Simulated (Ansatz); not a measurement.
Basis sets compared for `c1coc(-c2ccc(-c3ccc(-c4ccc(-c5ccc(-c6ccco6)o5)o4)o3)o2)c1`. Charge 0, multiplicity 1. Geometry r2SCAN-D4/def2-SVP. Ansatz on 2 threads of AMD EPYC 7R13 on a shared host and a share (18 GiB) of an NVIDIA H100 80GB HBM3; times are rough, and most runs start from earlier orbitals.

```xyz
44

C    -9.4902   -0.9173   -0.1420
C    -9.7727    0.2899    0.4392
O    -8.6250    0.9595    0.7218
C    -7.5875    0.1745    0.3172
C    -6.2687    0.6890    0.5208
C    -5.7853    1.8639    1.0637
C    -4.3701    1.7891    0.9844
C    -4.0770    0.5720    0.3973
C    -2.8563   -0.0785    0.0506
C    -2.5721   -1.2982   -0.5369
C    -1.1595   -1.3819   -0.6217
C    -0.6657   -0.2088   -0.0790
C     0.6555    0.2889    0.1167
C     1.1595    1.4584    0.6575
C     2.5718    1.3647    0.5688
C     2.8451    0.1435   -0.0202
C     4.0570   -0.5201   -0.3734
C     4.3279   -1.7414   -0.9635
C     5.7400   -1.8351   -1.0510
C     6.2461   -0.6666   -0.5100
C     7.5820   -0.1832   -0.3205
C     8.8215   -0.7196   -0.6127
C     9.7805    0.2443   -0.1838
C     9.0657    1.2911    0.3358
O     7.7346    1.0408    0.2563
O     5.2213    0.1318   -0.0985
O     1.6807   -0.5119   -0.2959
O    -1.6973    0.5851    0.3300
O    -5.2320   -0.0980    0.1152
C    -8.0680   -0.9997   -0.2251
H   -10.2144   -1.6603   -0.4721
H   -10.6945    0.7992    0.7092
H    -6.3914    2.6727    1.4665
H    -3.6414    2.5273    1.3125
H    -3.3070   -2.0316   -0.8621
H    -0.5598   -2.1943   -1.0265
H     0.5678    2.2756    1.0645
H     3.3139    2.0921    0.8916
H     3.5874   -2.4694   -1.2878
H     6.3234   -2.6576   -1.4605
H     9.0135   -1.6850   -1.0772
H    10.8646    0.1710   -0.2515
H     9.3407    2.2442    0.7807
H    -7.4645   -1.8101   -0.6283
```

Single mean-field runs in def2-SVP, def2-TZVP are fitted with def2-universal-jkfit.

Binding counts from free atoms (C triplet, O triplet, H doublet) in the same basis, without a counterpoise term.

```tsv
level	functions	energy (Eh)	HOMO (eV)	LUMO (eV)	binding per atom (eV)	wall time
PBE-D4/def2-SVP	490	-1371.7283	-4.19	-2.33	5.71	3.4 s
PBE0-D4/def2-SVP	490	-1371.7599	-4.95	-1.76	5.54	3.3 s
```

Task: Estimate the rows for PBE-D4/def2-TZVP (with forces), PBE0-D4/def2-TZVP (with forces).

Result: 
```tsv
level	functions	energy (Eh)	HOMO (eV)	LUMO (eV)	binding per atom (eV)	wall time
PBE-D4/def2-TZVP (with forces)	1014	-1373.2125	-4.23	-2.42	5.60	8.1 s
PBE0-D4/def2-TZVP (with forces)	1014	-1373.2400	-4.92	-1.80	5.43	8.5 s
```
